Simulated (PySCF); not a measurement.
Ga(H)(F)(Et) (C2H6FGa), SMILES C[CH2][GaH][F].

Geometry optimised at PBE-D3(BJ)/def2-SVP. The structure was generated by enumeration; whether it is a known compound was not checked. The values are those of a single conformer.

Two levels are set side by side: PBE/def2-TZVP (PySCF) and CAM-B3LYP/def2-TZVP (PySCF). Same geometry, gas phase. Differences are taken from unrounded values.

| quantity | CAM-B3LYP |
|---|---|
| orbital gap (eV) | 9.02 |
| highest occupied level (eV) | -9.32 |
| lowest empty level (eV) | -0.30 |
| dipole moment (D) | 2.83 |
| mean polarisability (bohr³) | 51.4 |

Problem. What does PBE give, and how far is it from CAM-B3LYP? (The exact figures need the calculation; the answer reports its results.)

Solution. 
| quantity | PBE | PBE minus CAM-B3LYP |
|---|---|---|
| orbital gap (eV) | 4.75 | -4.27 |
| highest occupied level (eV) | -6.69 | 2.63 |
| lowest empty level (eV) | -1.95 | -1.64 |
| dipole moment (D) | 2.70 | -0.13 |
| mean polarisability (bohr³) | 54.1 | 2.7 |

Without exact exchange PBE keeps part of each electron's self-repulsion, which lifts occupied levels and narrows the gap. Loosely held outer electrons make PBE densities more polarisable. Differences between two approximate levels are no errors against the true value.

Rough cost on one machine, each run with all the roots and properties that it gave: CAM-B3LYP against PBE within a factor of 2.
